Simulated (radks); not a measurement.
Polarisabilities and homonuclear dispersion coefficients (atomic units). All-electron calculation, non-relativistic Kohn-Sham, LDA (Slater exchange, Perdew-Wang correlation), spin-polarised, spherical densities, point nucleus; open shells are filled with parallel spins first. Program: a radial shooting solver on a logarithmic mesh with Libxc functionals. Response by self-consistent Sternheimer equations with the Hartree and adiabatic LDA kernel. "Uncoupled" leaves out the induced potential. Quadrupole and octupole values are given only where no p, d or f shell is open. The Sternheimer factor gamma scales a distant field gradient at the nucleus by 1 - gamma.

species      configuration  alpha1 (bohr^3)  alpha1, uncoupled  alpha2 (bohr^5)  alpha3 (bohr^7)      C6     C8  Sternheimer gamma  recommended alpha1
Se       [Ar] 3d10 4s2 4p4            27.53              41.14                -                -   230.3      -                  -          28.9 +/- 1
Se+      [Ar] 3d10 4s2 4p3            14.40              22.39                -                -   89.16      -                  -                   -
Se2+     [Ar] 3d10 4s2 4p2            9.356              15.11                -                -   43.86      -                  -                   -
Se3+     [Ar] 3d10 4s2 4p1            6.595              11.02                -                -   23.26      -                  -                   -
Se4+         [Ar] 3d10 4s2            4.938              8.417            8.466            26.90   12.88  142.3              -4.73                   -
Se5+         [Ar] 3d10 4s1            3.026              3.931            3.652            9.704   4.984  40.50              -5.46                   -
Se6+             [Ar] 3d10           0.3815             0.4480           0.3596           0.5045  0.5590  2.448              -6.13                   -

Recommended values: Schwerdtfeger and Nagle, table of static dipole polarisabilities (2023 update), measured or computed.
